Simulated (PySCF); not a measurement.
# Dipole moment and polarisability of `CS[SiH2]C(=O)N(C)C`

Species: C4H11NOSSi.
Atom-mapped SMILES: `[CH3:1][S:2][SiH2:3][C:4](=[O:5])[N:6]([CH3:7])[CH3:8]` (hydrogens: H9, H10, H11 on C1; H12, H13 on Si3; H14, H15, H16 on C7; H17, H18, H19 on C8)

Cartesian coordinates in Å at the PBE0-D3(BJ)/def2-SVP level; atoms count from 1:
```
atom  x, y, z in Å
C1     3.7071    0.2548    0.4259
S2     2.0142    0.8919    0.6437
Si3    1.0289   -0.0719   -1.0004
C4    -0.8017    0.5419   -1.0505
O5    -1.1264    1.1609   -2.0514
N6    -1.6614    0.2770   -0.0257
C7    -1.3072   -0.4778    1.1455
C8    -3.0263    0.7346   -0.1175
H9     4.3188    0.7064    1.2187
H10    4.1224    0.5491   -0.5484
H11    3.7421   -0.8388    0.5312
H12    1.6386    0.3241   -2.2992
H13    1.1280   -1.5618   -0.8526
H14   -1.8477   -1.4402    1.1861
H15   -0.2274   -0.6789    1.1723
H16   -1.5513    0.0891    2.0599
H17   -3.7283   -0.1171   -0.1295
H18   -3.2796    1.3788    0.7412
H19   -3.1335    1.3044   -1.0484
```

Level: PBE0/def2-SVPD (PySCF), static field, nuclei fixed, core orbitals frozen in the response. The polarisability tensor in these axes (au):

```
x   138.88  -1.82   1.34
y    -1.82  91.09  -3.53
z     1.34  -3.53 107.81
```

Question: What are the eigenvalues, a third of the trace, and Δα (Δα² = ½Σ(αi − αj)² over the three pairs)?

Answer: Principal values 90.33, 108.44 and 139.02 au; mean 112.60 au = 16.69 Å³ = 18.56 × 10⁻⁴⁰ C²·m²/J; Δα = 42.63 au (38 % of the mean).

Question: What is the dipole moment, and where does it point?

Answer: (0.50, -2.27, 2.74) D, 3.59 D in size, pointing from the negative to the positive side. Measured along this direction, the outermost atoms are O5 at the negative end and H14 and H11 at the positive end.

Question: Give the eigenvalues of the traceless quadrupole moment Θ = ½Σq(3rr − r²1), origin at the centre of nuclear charge.

Answer: -13.99, -3.87, 17.86 D·Å. The values depend on the origin, since the dipole doesn't vanish. The electronic extent ⟨r²⟩ about the same centre is 1797 bohr², a root-mean-square distance of 2.51 Å for the 80 electrons.

Question: How large is μ²/3kT at 298 K beside α?

Answer: In Gaussian units μ²/3kT = 104.60 Å³ against 16.69 Å³, a ratio of 6.27; the Debye molar polarisation (4π/3)N_A(α + μ²/3kT) is 305.9 cm³/mol, leaving out the vibrational part.

Question: Molar refractivity from α?

Answer: Lorentz–Lorenz: R = (4π/3)N_A α = 2.5225 cm³/(mol·Å³) × 16.69 Å³ = 42.1 cm³/mol, in the limit of long wavelengths.

The structure is a single PBE0-D3(BJ)/def2-SVP conformer in the gas phase; no vibrational or solvent corrections.
